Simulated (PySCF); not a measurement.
Level of theory: B3LYP-D3(BJ)/def2-TZVP // PBE-D3(BJ)/def2-SVP in PySCF. Isolated molecules, 0 K electronic values unless said otherwise. B3LYP has the VWN-RPA correlation part, as in Gaussian. 

Reference species: [Ti(F)4] (neutral, multiplicity 1).

```yaml
charge on the central atom (Mulliken): 1.67 e
coordination_number: 4
```

Changed species: [V(=O)(F)3] (M = V, oxo; the reference has M = Ti).

Q: Give the shifts of the charge on the central atom (Mulliken) and coordination number.

A: the charge on the central atom (Mulliken) decreases by 0.04 e, to 1.63 e; the coordination number stays essentially unchanged.
